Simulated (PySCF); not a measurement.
# Basis and Hamiltonian dependence of the ionisation energy of Xe

Xe [Xe] (1S) → Xe⁺ [Kr] 4d10 5s2 5p5 (2P). Calculated with PySCF 2.14 from differences of total energies of unrestricted determinants, without spin-orbit coupling. Values in eV.

| basis | Hamiltonian | functions | UHF | PBE | PBE0 | MP2 (valence) | CCSD(T) (valence) | CCSD(T) (valence and next inner shell) |
| --- | --- | --- | --- | --- | --- | --- | --- | --- |
| cc-pVDZ-PP with ECP28MDF | ECP | 23 | 11.590 | n/a | n/a | 12.161 | 12.068 | n/a |
| x2c-SVPall | spin-free X2C | 36 | 11.591 | n/a | 12.478 | 12.212 | 12.147 | n/a |
| def2-SVP with the def2 core potential (28 electrons) | ECP | 50 | 11.466 | n/a | 12.392 | 12.259 | 12.199 | n/a |
| aug-cc-pVTZ-PP with ECP28MDF | ECP | 55 | 11.465 | 12.328 | 12.394 | 12.307 | 12.248 | n/a |
| x2c-TZVPPall | spin-free X2C | 60 | 11.543 | 12.384 | 12.458 | 12.302 | 12.257 | 12.308 |
| x2c-TZVPall | spin-free X2C | 60 | 11.543 | n/a | 12.458 | 12.302 | n/a | n/a |
| ANO-RCC-VTZP | spin-free X2C | 68 | 11.476 | 12.374 | 12.438 | 12.302 | 12.247 | 12.321 |
| def2-QZVPPD with the def2 core potential (28 electrons) | ECP | 91 | 11.443 | 12.319 | 12.381 | 12.385 | 12.359 | n/a |
| aug-cc-pVQZ-PP with ECP28MDF | ECP | 92 | 11.449 | 12.324 | 12.386 | 12.410 | 12.387 | n/a |
| aug-cc-pwCVTZ-PP with ECP28MDF | ECP | 96 | 11.444 | 12.319 | 12.380 | 12.299 | 12.238 | n/a |
| aug-cc-pVQZ-DK3 | spin-free X2C | 102 | 11.455 | 12.334 | 12.396 | 12.408 | 12.388 | n/a |
| x2c-QZVPPall | spin-free X2C | 112 | 11.450 | 12.330 | 12.391 | 12.379 | 12.356 | n/a |
| aug-cc-pVQZ-PP with one added diffuse shell each of s, p, d, f, g type with ECP28MDF | ECP | 117 | 11.449 | 12.324 | 12.386 | 12.411 | n/a | n/a |
| aug-cc-pV5Z-PP with ECP28MDF | ECP | 139 | 11.445 | 12.320 | 12.382 | 12.458 | n/a | n/a |

Extrapolation of CCSD(T) (valence) from aug-cc-pVTZ-PP with ECP28MDF and aug-cc-pVQZ-PP with ECP28MDF: the correlation parts are 0.783 and 0.939 eV; with the X⁻³ form and unrounded values, (4³ × 0.939 − 3³ × 0.783)/(4³ − 3³) = 1.053 eV, and adding the Hartree-Fock value 11.449 eV of the larger basis gives 12.501 eV.

Frozen in the all-electron rows: valence: [Kr] 4d10; valence and next inner shell: [Ar] 3d10; with a core potential, the same shells as far as they lie outside it.

Reference for a calculation without spin-orbit coupling: 12.565 eV (measured, between term centres; NIST).
